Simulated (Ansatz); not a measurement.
Name a neutral molecule of C, Cl, In, O and H with size of the dipole moment (ωB97M-V/def2-TZVPP) between 4.30 and 4.60 D and HOMO–LUMO gap (B3LYP/def2-TZVPP) between 6.20 and 6.50 eV (Ansatz, PBE0-D4/def2-TZVP geometry).

`[CH3][In]([OH])[Cl]` (4.53 D, 6.33 eV). Other molecules can fit too; these were computed, each in one conformer that needn't be the lowest.

B3LYP here is the variant with VWN-RPA as its local correlation; programs differ in this.
